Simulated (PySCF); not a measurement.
A calculated (r2SCAN, PySCF 2.14, cc-pVDZ-DK, the spin-free X2C one-electron Hamiltonian (Gaussian nucleus)) atom or ion has these occupied shells.

```tsv
shell	electrons	orbital energy (eV)	rms radius, mean of both spins (bohr)
1s α	1	-6464.6	0.0703
1s β	1	-6464.6	0.0703
2s α	1	-769.90	0.303
2s β	1	-767.14	0.303
2p α	3	-653.22	0.274
2p β	3	-651.09	0.274
3s α	1	-108.80	0.917
3s β	1	-101.92	0.917
3p α	3	-76.256	0.985
3p β	3	-69.401	0.985
3d α	5	-26.230	1.27
```

Task: Name the element and its charge.

Result: Mn(2+) (manganese, charge +2), in [Ar] 3d5, high-spin 6S determinant.
